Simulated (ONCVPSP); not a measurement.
Potentials for Co compared

Generated with ld1.x 7.5 (TM, RRKJ, ultrasoft, PAW), atompaw 4.2 or ONCVPSP 4.0.1. The cutoff is in Ry: for ld1.x and atompaw files where the sum of valence levels is converged to 10 mRy in a Bessel basis, for ONCV files where the hardest occupied wave has 1 mHa per electron of residual kinetic energy. The error is the largest all-electron minus pseudo excitation energy over each file’s own four to seven test configurations (ionisations up to +4, promotions, holes and added fractions of an electron), all of which were solved. The labels leave out finer settings (local radius, basis sizes, second energies), which also bear on the numbers. Spin-polarised tests are not counted. The rows are a selection from randomly drawn settings: files with unsolved tests, undetermined cutoffs or missed reference levels are left out.

A true bound ghost makes a file unfit for plane-wave use even where its test errors are small: the radial tests pick states by their node count and pass the ghost by.

```tsv
potential	cutoff (Ry)	largest error (meV)	bound ghosts
ONCV, LDA (Perdew-Wang 92), scalar-relativistic, rc 0.90/1.15/0.90/1.30 (spdf), local d, core correction yes, reference 3s2 3p6 3d6, qcut 13.5/11.1/18.3/8.9, projectors 2/3/0/2	239	-2.2	none
ONCV, LDA (Perdew-Wang 92), scalar-relativistic, rc 1.15/1.00/1.00 (spd), local d, core correction yes, reference 3s2 3p6 3d8 4s1, qcut 9/16.8/12.4, projectors 2/2/0	150	-7.6	s
ONCV, PBE, scalar-relativistic, rc 1.35/1.55/1.70 (spd), local smoothed, core correction yes, reference 3s2 3p6 3d7 4s1.5 4p0.5, qcut 8.4/11.1/8, projectors 2/2/2	66	-297	none
ONCV, PBE, scalar-relativistic, rc 2.00/2.10/1.35 (spd), local smoothed, core correction yes, reference 3d7.5 4s1.5, qcut 4.1/3.9/11.9, projectors 2/3/1	106	+36	s
ONCV, PBEsol, scalar-relativistic, rc 1.45/1.15/1.15 (spd), local d, core correction yes, reference 3s2 3p6 3d7 4s1.5, qcut 8/12.3/12.1, projectors 3/3/0	128	-55	none
```

(1) Fill in the row for Co: ONCV, PW91, scalar-relativistic, rc 1.50/1.00/1.75 (spd), local smoothed, core correction no, reference 3s2 3p6 3d7 4s2, qcut 7.8/10.5/10.5, projectors 3/2/1.

(2) Fill in the row for Co: ONCV, LDA (Perdew-Zunger), scalar-relativistic, rc 1.10/0.80/1.25 (spd), local smoothed, core correction no, reference 3s2 3p6 3d6, qcut 10.3/8.7/10.8, projectors 2/2/2.

Answers

(1) cutoff 81 Ry, largest error +256 meV, bound ghosts: none.

(2) cutoff 106 Ry, largest error +34 meV, bound ghosts: none.
